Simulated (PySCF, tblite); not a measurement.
Isomers of C8H8F2. Calculated harmonic vibrations of the isolated species, GFN2-xTB (tblite), most abundant isotopes, no scaling. The method is semi-empirical: single wavenumbers can be off by several per cent or more. One conformer each.

Electronic energies: PBE0/pcSseg-1 single points on the GFN2-xTB geometries (PySCF, gas phase).

```csv
SMILES,"electronic energy, lowest = 0 (kcal/mol)"
C#CCC(=C)/C=C(/F)CF,6.0
C#CCC(=C)CC=C(F)F,1.5
C#C[C@H](C)C(=C)C=C(F)F,0.0
CC#C[C@@H](F)C1=CC[C@@H]1F,4.6
```

How do GFN2-xTB zero-point energies change the relative energies?

| SMILES | ZPE (kcal/mol) | of it from modes above 1550 cm⁻¹ | electronic (kcal/mol) | with ZPE, lowest = 0 (kcal/mol) | lowest mode (cm⁻¹) | rings |
| --- | --- | --- | --- | --- | --- | --- |
| C#C[C@H](C)C(=C)C=C(F)F | 83.1 | 43.6 | 0.0 | 0.0 | 38 | 0 |
| C#CCC(=C)CC=C(F)F | 83.0 | 43.5 | 1.5 | 1.4 | 16 | 0 |
| CC#C[C@@H](F)C1=CC[C@@H]1F | 83.7 | 40.2 | 4.6 | 5.2 | 24 | 1 |
| C#CCC(=C)/C=C(/F)CF | 83.1 | 43.2 | 6.0 | 6.0 | 28 | 0 |

The zero-point energies span 0.7 kcal/mol, from `C#CCC(=C)CC=C(F)F` to `CC#C[C@@H](F)C1=CC[C@@H]1F`. The order is unchanged.

And how do the electronic energies of GFN2-xTB itself compare?

`C#C[C@H](C)C(=C)C=C(F)F` 3.3; `C#CCC(=C)CC=C(F)F` 5.3; `CC#C[C@@H](F)C1=CC[C@@H]1F` 0.0; `C#CCC(=C)/C=C(/F)CF` 6.7 kcal/mol, lowest = 0. Against the energies above, taken from the same isomer `C#C[C@H](C)C(=C)C=C(F)F`, the largest difference is 7.9 kcal/mol.
